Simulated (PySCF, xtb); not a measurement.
## Relative energy of two structures of BH2InN+

Structure a: a singlet given by its coordinates. Structure b: a singlet given by its coordinates. Both are gas-phase species (loosely bound parts included), relaxed with BLYP-D3(BJ)/def2-SVP.

a (Å):

```xyz
5

B     3.1443    2.8756    1.9244
In    0.1237    3.2933    0.3427
N     2.4698    3.8153    1.3683
H     3.6448    1.9114    2.4006
H     2.5991    4.8143    1.1951
```

Close contacts (Å): B1–N3 1.28, In2–N3 2.61, B1–H4 1.19, N3–H5 1.02.

b (Å):

```xyz
5

B     0.0967   -0.9268    0.4957
In   -2.2423   -0.4307   -1.0246
N     1.2138   -1.1655    1.2220
H     1.4140   -2.0712    1.6731
H     1.9477   -0.4576    1.3781
```

Close contacts (Å): B1–In2 2.83, B1–N3 1.35, N3–H4 1.03, N3–H5 1.03.

Problem. Estimate E(b) − E(a) at the level CCSD(T)/def2-TZVP.

Solution. Calculated at CCSD(T)/def2-TZVP: E(b) − E(a) = +94.3 kJ/mol, so structure a lies lower.

How the difference moves with the method:

```json
{"level": "BLYP-D3(BJ)/def2-SVP", "geometry": "BLYP-D3(BJ)/def2-SVP", "E(b) − E(a) (kJ/mol)": "+104.7", "departure from the last row (kJ/mol)": "+10.4", "job, with rough time for the two": "optimisation, 41 s"}
{"level": "HF/def2-TZVP", "geometry": "BLYP-D3(BJ)/def2-SVP", "E(b) − E(a) (kJ/mol)": "+75.1", "departure from the last row (kJ/mol)": "−19.2", "job, with rough time for the two": "part of the CCSD(T) run"}
{"level": "MP2/def2-TZVP", "geometry": "BLYP-D3(BJ)/def2-SVP", "E(b) − E(a) (kJ/mol)": "+112.3", "departure from the last row (kJ/mol)": "+18.0", "job, with rough time for the two": "part of the CCSD(T) run"}
{"level": "CCSD(T)/def2-TZVP", "geometry": "BLYP-D3(BJ)/def2-SVP", "E(b) − E(a) (kJ/mol)": "+94.3", "departure from the last row (kJ/mol)": "", "job, with rough time for the two": "single point, 2 min"}
```

The levels shown agree on the order. The largest departure from CCSD(T)/def2-TZVP is that of HF/def2-TZVP, 19.2 kJ/mol. Levels run at GFN2-xTB geometries aren't shown.

With thermal terms from frequencies at re-optimised GFN2-xTB minima (ideal gas, soft modes damped towards free rotors, one conformer each, 400 K, 1 atm): on the last row, ΔE + ΔZPE = +96.9, ΔH = +98.1, ΔG = +97.6 kJ/mol.

The correlated steps freeze 6 core orbitals; the filled d shell of In is correlated, in a basis made for valence electrons. Atoms past krypton carry core potentials in the def2 sets and no spin–orbit term is included. Codes used: PySCF 2.14.0, xtb 6.7.1; the last row on 2 threads of Arm Neoverse V2 on a shared host.
